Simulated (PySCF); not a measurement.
A calculated (r2SCAN, PySCF 2.14, cc-pVTZ, the non-relativistic Hamiltonian (point nucleus)) atom or ion has these occupied shells.

```json
{"shell": "1s α", "electrons": "1", "orbital energy (eV)": "-8168.2", "rms radius, mean of both spins (bohr)": "0.0635"}
{"shell": "1s β", "electrons": "1", "orbital energy (eV)": "-8168.1", "rms radius, mean of both spins (bohr)": "0.0635"}
{"shell": "2s α", "electrons": "1", "orbital energy (eV)": "-992.42", "rms radius, mean of both spins (bohr)": "0.269"}
{"shell": "2s β", "electrons": "1", "orbital energy (eV)": "-990.91", "rms radius, mean of both spins (bohr)": "0.269"}
{"shell": "2p α", "electrons": "3", "orbital energy (eV)": "-867.06", "rms radius, mean of both spins (bohr)": "0.240"}
{"shell": "2p β", "electrons": "3", "orbital energy (eV)": "-865.92", "rms radius, mean of both spins (bohr)": "0.240"}
{"shell": "3s α", "electrons": "1", "orbital energy (eV)": "-132.44", "rms radius, mean of both spins (bohr)": "0.806"}
{"shell": "3s β", "electrons": "1", "orbital energy (eV)": "-128.79", "rms radius, mean of both spins (bohr)": "0.806"}
{"shell": "3p α", "electrons": "3", "orbital energy (eV)": "-93.626", "rms radius, mean of both spins (bohr)": "0.851"}
{"shell": "3p β", "electrons": "3", "orbital energy (eV)": "-90.151", "rms radius, mean of both spins (bohr)": "0.851"}
{"shell": "3d α", "electrons": "5", "orbital energy (eV)": "-29.699", "rms radius, mean of both spins (bohr)": "1.09"}
{"shell": "3d β", "electrons": "3", "orbital energy (eV)": "-28.080", "rms radius, mean of both spins (bohr)": "1.09"}
```

Task: Name the element and its charge.

Result: Ni²⁺ (nickel, charge +2), in [Ar] 3d8, high-spin 3F determinant.
